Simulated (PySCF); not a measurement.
A species of formula C7H15B has this rotational fingerprint, computed with PBE0-D3(BJ)/def2-SVP geometry optimisation, gas phase (PySCF):

- Rotational constants: A = 2862, B = 1767, C = 1230 MHz
- Dipole components: |μa| = 0.87 D, |μb| = 0.09 D, |μc| = 0.02 D
- Inertial defect: -51.89 u·Å²
- κ: -0.34

Question: Which structure is it? (One computed conformer of each.)
A. `[CH3:1][B:2]([CH3:3])[CH2:4][CH:5]=[C:6]([CH3:7])[CH3:8]` with C1–B2–C4–C5 -179°, B2–C4–C5–C6 98°
B. `[BH2:1][CH:2]1[CH2:3][CH2:4][CH2:5][CH2:6][CH2:7][CH2:8]1` with H–B1–C2–C3 20° and -167°, B1–C2–C3–C4 -134°, C2–C3–C4–C5 -70°, C3–C4–C5–C6 52°, C4–C5–C6–C7 -69°
C. `[CH3:1][CH2:2][CH2:3][C@@H:4]1[BH:5][CH2:6][CH2:7][CH2:8]1` with C1–C2–C3–C4 179°, C2–C3–C4–B5 -171°, C3–C4–B5–C6 -146°, C4–B5–C6–C7 -11°, B5–C6–C7–C8 30°, C6–C7–C8–C4 -38°

Answer: B. It is BC1CCCCCC1, an asymmetric top, point group C1. The candidates at the same level (rigid rotor, commonest isotopes):

```json
{"SMILES": "CCC[C@@H]1BCCC1", "A (MHz)": "5409", "B (MHz)": "940.8", "C (MHz)": "844.9", "μa (D)": "0.07", "μb (D)": "0.41", "μc (D)": "0.01", "Δ (u·Å²)": "-32.47", "point group": "C1", "rotor": "near-prolate asymmetric top"}
{"SMILES": "BC1CCCCCC1", "A (MHz)": "2862", "B (MHz)": "1767", "C (MHz)": "1230", "μa (D)": "0.87", "μb (D)": "0.09", "μc (D)": "0.02", "Δ (u·Å²)": "-51.89", "point group": "C1", "rotor": "asymmetric top"}
{"SMILES": "CB(C)CC=C(C)C", "A (MHz)": "3606", "B (MHz)": "941.9", "C (MHz)": "884.9", "μa (D)": "0.14", "μb (D)": "0.06", "μc (D)": "0.20", "Δ (u·Å²)": "-105.59", "point group": "C1", "rotor": "near-prolate asymmetric top"}
```

`CB(C)CC=C(C)C` has B 47 % too low; `CCC[C@@H]1BCCC1` has A 89 % too high. No structure here is proved a minimum.
